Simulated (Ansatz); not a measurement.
C2H6Zn (`C[CH2][ZnH]`), relaxed with RKS PBE0-D4/def2-TZVP in Ansatz 0.2.0 from a PBE-D4/def2-SVP geometry. The force threshold is 0.005 eV/Å; the program also tests the step.

Total charge 0; spin multiplicity 1.

Start:

```xyz
9

C     0.409    0.096   -1.062
C    -0.630    0.070    0.069
Zn    0.086   -0.271    1.859
H     1.179    0.880   -0.907
H    -0.053    0.298   -2.054
H     0.950   -0.869   -1.156
H    -1.405   -0.702   -0.140
H    -1.183    1.036    0.104
H     0.645   -0.540    3.286
```

(1) By how much does the energy fall, and how many steps does the optimiser take? (An estimate is asked.)

(2) Which bonds change most? (Estimate.)

(3) Give the relaxed structure. (An estimate is asked.)

Results:

(1) Computed: 0.03 eV, in 4 steps.

(2) Computed: C2–H8 from 1.114 to 1.096 Å; C2–H7 from 1.114 to 1.096 Å; C1–H5 from 1.113 to 1.095 Å; C1–H4 from 1.110 to 1.094 Å.

(3) The calculation gave: 
```xyz
9

C     0.408    0.096   -1.060
C    -0.627    0.071    0.065
Zn    0.082   -0.270    1.854
H     1.163    0.871   -0.904
H    -0.053    0.292   -2.034
H     0.941   -0.855   -1.146
H    -1.389   -0.689   -0.143
H    -1.169    1.024    0.097
H     0.644   -0.540    3.270
```
